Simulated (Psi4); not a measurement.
## A ladder of methods for GaN2H4Cl (SMILES [NH2][Ga]([NH2])[Cl])

GaN2H4Cl: 8 atoms, total charge 0, spin state singlet. SMILES: `[NH2][Ga]([NH2])[Cl]`. The shape was relaxed beforehand at PBE0/def2-TZVP.

Each level gives the dipole moment (D). The values are calculated.

```csv
level,kind,program,value (D),CPU time
PBE-D4/def2-TZVPP (density fitting),GGA,Psi4,2.64,40 s
r2SCAN-D4/def2-TZVPP (density fitting),meta-GGA,Psi4,2.69,92 s
B3LYP-D4/def2-TZVPP (density fitting),global hybrid,Psi4,2.63,37 s
PBE0-D4/def2-TZVPP (density fitting),global hybrid,Psi4,2.65,39 s
wB97M-V/def2-TZVPP (density fitting),range-separated hybrid,Psi4,2.61,98 s
```

All-electron rows without a relativistic Hamiltonian named are non-relativistic. The values span 2.61 to 2.69 D. Magnitudes only. CPU times are rough (shared hosts, several kinds of processor): they show what a rung costs within a factor of a few.
